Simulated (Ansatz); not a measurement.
System: LaO, charge 0, doublet. LaO (SMILES [O]=[La], doublet).
B3LYP-D3(BJ)/def2-TZVP minimum from Ansatz (a quantum-chemistry and plane-wave program):
```xyz
2

La     0.0000     0.0000    -0.2366
O      0.0000     0.0000     1.6855
```
Charge 0, spin multiplicity 2.

Total energies in hartree (Ansatz). Open shells are spin-unrestricted; no spin-orbit coupling. Cores are frozen in correlated methods (noble-gas shells, and filled d and f shells in the p block). Past Kr the def2 sets carry scalar-relativistic core potentials. For partners of very few electrons the exact lower level stands in for a higher one. The determinant of La ([La], doublet) is a saddle point of the SCF energy; a lower one exists, which strains HF and MP2.

```csv
species,HF/def2-TZVPP,CCSD(T)/def2-TZVPP,HF/def2-QZVPP,CCSD(T)/def2-QZVPP,CCSDT(Q)/def2-QZVPP
"1: LaO (SMILES [O]=[La], doublet)",-106.05191,-106.36057,-106.05959,-106.38745,-106.38806
2: La (doublet),-31.07625,-31.11672,-31.07676,-31.11948,-31.12057
3: O (triplet),-74.81563,-74.97674,-74.81863,-74.99407,-74.99447
```

Q: Work out the atomisation energy (electronic, to ground-state atoms) in kJ/mol: take Hartree-Fock from def2-QZVPP, extrapolate the CCSD(T) correlation energy as X^-3 (X = 3, 4), and add CCSDT(Q) - CCSD(T) in def2-QZVPP. 1 hartree = 2625.5 kJ/mol.

A: 
Species 1: correlation (64·(-0.32786) - 27·(-0.30866))/37 = -0.34187; step -0.00061; E1 = -106.05959 + (-0.34187) + (-0.00061) = -106.40207
Species 2: correlation (64·(-0.04272) - 27·(-0.04047))/37 = -0.04436; step -0.00109; E2 = -31.07676 + (-0.04436) + (-0.00109) = -31.12221
Species 3: correlation (64·(-0.17544) - 27·(-0.16111))/37 = -0.18590; step -0.00040; E3 = -74.81863 + (-0.18590) + (-0.00040) = -75.00493
-1·E1 +1·E2 +1·E3 = 0.27493 hartree = 721.8 kJ/mol.
